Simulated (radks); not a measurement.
Question: The mean radii <r> (bohr) of the occupied orbitals of an atom or ion are listed with their occupations. All-electron calculation, scalar-relativistic Kohn-Sham, r2SCAN, spin-unpolarised, spherical densities, finite nucleus; meta-GGA in the generalised Kohn-Sham scheme; Fermi nuclear charge, rms radius of each element as measured or else 0.836 A^(1/3) + 0.57 fm. Program: a radial shooting solver on a logarithmic mesh with Libxc functionals.

| orbital | occ. | <r> |
|---|---|---|
| 1s | 2 | 0.01580 |
| 2s | 2 | 0.06648 |
| 2p | 6 | 0.06055 |
| 3s | 2 | 0.1715 |
| 3p | 6 | 0.1736 |
| 3d | 10 | 0.1575 |
| 4s | 2 | 0.3770 |
| 4p | 6 | 0.4022 |
| 4d | 10 | 0.4223 |
| 5s | 2 | 0.8338 |
| 4f | 14 | 0.4411 |
| 5p | 6 | 0.9496 |
| 5d | 10 | 1.230 |
| 6s | 2 | 2.136 |
| 6p | 2 | 2.776 |

Name the element and its charge.

Answer: Z = 83, bismuth, charge +1: Bi+ in [Hg] 6p2. The 1s radius gives Z: for a bare nucleus <r> = (2 gamma + 1)/(2Z) with gamma = sqrt(1 - (Z/c)^2), 0.01561 bohr for Z = 83, and screening makes it slightly larger (0.01580 here). The occupations add up to 82, and the charge is Z minus that.
